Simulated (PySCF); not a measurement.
Species: C₃H₉O₂PSi.
Numbering: `[CH2:1]=[CH:2][P@@:3](=[O:4])([OH:5])[CH2:6][SiH3:7]` (hydrogens: H8, H9 on C1; H10 on C2; H11 on O5; H12, H13 on C6; H14, H15, H16 on Si7)

Computed by this run: PBE0/def2-SV(P) geometry optimisation, gas phase in PySCF; density fitting, grid level 1; the optimiser is geomeTRIC in internal coordinates, started from a GFN2-xTB structure.

Step 0: E = -24491.9005 eV
```
atom  x, y, z in Å  |  force x, y, z in eV/Å
C1      2.0467    1.1617    0.4336    0.151   0.300  -0.034
C2      1.4244   -0.0014    0.4624   -0.766  -0.522  -0.667
P3      0.3935   -0.4963   -0.9494    0.068  -1.060   1.178
O4      0.4297    0.4265   -2.0900   -0.062   1.290  -1.026
O5      0.9878   -1.9531   -1.3505   -0.232  -0.536   0.509
C6     -1.2463   -0.8967   -0.2863    0.791   0.895  -0.169
Si7    -2.0131    0.7052    0.3800   -0.074  -0.774  -0.002
H8      1.9260    1.8091   -0.4204   -0.056   0.474  -0.580
H9      2.6806    1.5104    1.2335    0.421   0.149   0.543
H10     1.5080   -0.6930    1.2876    0.097  -0.382   0.541
H11     1.4790   -1.8542   -2.1680    0.406  -0.044  -0.578
H12    -1.1470   -1.6695    0.4718   -0.023  -0.354   0.487
H13    -1.8278   -1.3000   -1.1148   -0.314  -0.146  -0.384
H14    -1.1765    1.2268    1.4664    0.282   0.245   0.414
H15    -2.1410    1.6900   -0.6881   -0.065   0.476  -0.492
H16    -3.3312    0.3441    0.9099   -0.623  -0.011   0.261
```

Step 1: E = -24492.0568 eV
```
atom  x, y, z in Å  |  force x, y, z in eV/Å
C1      2.1214    1.1542    0.4068    0.027   0.073  -0.014
C2      1.4680   -0.0093    0.4410   -0.024  -0.089   0.046
P3      0.4342   -0.4932   -0.9535    0.036   0.042  -0.172
O4      0.4808    0.4683   -2.0939   -0.005   0.010   0.110
O5      0.9737   -1.9910   -1.3452   -0.076   0.056  -0.002
C6     -1.2113   -0.8379   -0.2907    0.035  -0.007   0.027
Si7    -2.1177    0.6832    0.4015    0.133  -0.049  -0.066
H8      2.0194    1.8181   -0.4615    0.008  -0.003  -0.011
H9      2.7703    1.4839    1.2283   -0.007  -0.029  -0.003
H10     1.5529   -0.6955    1.2953    0.013   0.028  -0.019
H11     1.4895   -1.9413   -2.1695   -0.013  -0.005   0.070
H12    -1.1267   -1.6236    0.4834   -0.067  -0.007  -0.043
H13    -1.7939   -1.2473   -1.1381   -0.001  -0.047   0.065
H14    -1.3268    1.2522    1.5353   -0.012   0.045   0.030
H15    -2.2755    1.7043   -0.6738   -0.024   0.047  -0.007
H16    -3.4656    0.2844    0.9122   -0.023  -0.064  -0.010
```

Question: Estimate the geometry and energy of step 2. (The exact step hangs on the optimiser's Hessian estimate; all steps are aligned on step 1, rigid shifts and turns removed.)

Answer: E = -24492.0630 eV, largest force 0.068 eV/Å
```
atom  x, y, z in Å  |  force x, y, z in eV/Å
C1      2.1433    1.1464    0.3979    0.056   0.013   0.026
C2      1.4773   -0.0103    0.4463   -0.022   0.012  -0.040
P3      0.4346   -0.4792   -0.9468   -0.016  -0.036  -0.037
O4      0.4842    0.4927   -2.0770   -0.005   0.003   0.065
O5      0.9571   -1.9807   -1.3396   -0.038   0.023  -0.052
C6     -1.2092   -0.8322   -0.2869    0.039   0.042   0.020
Si7    -2.1294    0.6804    0.3957    0.017  -0.014  -0.027
H8      2.0481    1.8058   -0.4747   -0.020  -0.011   0.003
H9      2.8054    1.4677    1.2116    0.003  -0.004   0.008
H10     1.5648   -0.6955    1.3001    0.001   0.019   0.000
H11     1.4815   -1.9359   -2.1572    0.033  -0.022   0.021
H12    -1.1311   -1.6189    0.4857   -0.020  -0.001  -0.008
H13    -1.7893   -1.2485   -1.1313   -0.008  -0.028   0.015
H14    -1.3666    1.2697    1.5408   -0.008   0.012  -0.003
H15    -2.3043    1.7046   -0.6772   -0.007   0.008   0.012
H16    -3.4737    0.2435    0.8901   -0.005  -0.016  -0.004
```

The energy changes by -0.0062 eV. The first-order estimate −F·Δx gives -0.0103 eV and the mean of the old and new forces, exact on a quadratic surface, -0.0066 eV. The step makes an angle of 74° with the force vector and moves no atom by more than 0.047 Å.

What follows is the cost of the whole optimisation. Time: 88 s wall; peak memory 0.58 GiB. Hardware: one thread, Arm Neoverse V2 (aarch64), no GPU, on a shared host.
